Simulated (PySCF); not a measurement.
**Magnetic susceptibility: SMILES C=CC(=C)[Se]C, C$_{5}$H$_{8}$Se**

Molfile (atoms numbered from 1):
```
C5H8Se
     RDKit          3D

 14 13  0  0  0  0  0  0  0  0999 V2000
   -1.2981   -1.4517    0.4268 C   0  0  0  0  0  0  0  0  0  0  0  0
   -1.2811   -0.1169    0.3295 C   0  0  0  0  0  0  0  0  0  0  0  0
   -0.2531    0.7807    0.8608 C   0  0  0  0  0  0  0  0  0  0  0  0
   -0.4273    2.1120    0.9027 C   0  0  0  0  0  0  0  0  0  0  0  0
    1.3657    0.0449    1.5914 Se  0  0  0  0  0  2  0  0  0  0  0  0
    2.1151   -0.6363   -0.0715 C   0  0  0  0  0  0  0  0  0  0  0  0
   -2.1197   -2.0347    0.0047 H   0  0  0  0  0  0  0  0  0  0  0  0
   -0.5003   -1.9878    0.9501 H   0  0  0  0  0  0  0  0  0  0  0  0
   -2.1069    0.3910   -0.1845 H   0  0  0  0  0  0  0  0  0  0  0  0
   -1.3668    2.5556    0.5547 H   0  0  0  0  0  0  0  0  0  0  0  0
    0.3429    2.7820    1.2902 H   0  0  0  0  0  0  0  0  0  0  0  0
    1.4396   -1.3691   -0.5312 H   0  0  0  0  0  0  0  0  0  0  0  0
    2.3067    0.1915   -0.7662 H   0  0  0  0  0  0  0  0  0  0  0  0
    3.0641   -1.1250    0.1880 H   0  0  0  0  0  0  0  0  0  0  0  0
  1  2  2  0
  2  3  1  0
  3  4  2  0
  3  5  1  0
  5  6  1  0
  1  7  1  0
  1  8  1  0
  2  9  1  0
  4 10  1  0
  4 11  1  0
  6 12  1  0
  6 13  1  0
  6 14  1  0
M  END
```

Method used: PySCF, GIAO KT3/pcSseg-1 magnetisability, rotational g tensor and spin-rotation constants, non-relativistic, gas phase. Geometry: PBE0-D3(BJ)/def2-SVP.

The calculation is non-relativistic, which matters for the atoms heavier than Zn.

Q: How diamagnetic is it, and how anisotropic?

A: Isotropic -1202 × 10⁻³⁰ J/T², or -72.4 × 10⁻⁶ cm³/mol; principal values -1447, -1105, -1055 × 10⁻³⁰ J/T², anisotropy 369 × 10⁻³⁰ J/T² (root of half the summed squared differences of the principal values). The susceptibility is in cgs units.

Q: Split it along the inertial axes a, b, c into diamagnetic and paramagnetic parts about the centre of mass, with the quadrupole moment.

A: 
```
axis  χ (10⁻⁶ cm³/mol)  diamagnetic (10⁻⁶ cm³/mol)  paramagnetic (10⁻⁶ cm³/mol)  summed x² of all electrons (Å²)  quadrupole Θ (D Å)
   a             -65.8                      -505.1                        439.3                            132.4               +2.78
   b             -68.4                      -707.6                        639.2                             84.7               +2.15
   c             -83.0                      -920.8                        837.8                             34.4               -4.93
```
Anisotropies 2χaa − χbb − χcc = +19.8 and 2χbb − χaa − χcc = +12.0 × 10⁻⁶ cm³/mol. Θ is traceless in Buckingham's convention.

Q: And the rotational g tensor?

A: 
```
axis  rotational constant (GHz)        g  nuclear part  electronic part
   a                     3.1176  -0.0311        0.6123          -0.6434
   b                     1.9150  -0.0165        0.5586          -0.5751
   c                     1.4538  +0.0003        0.5725          -0.5722
```
Asymmetric top; isotopes 12C, 1H, 80Se; no vibrational averaging.
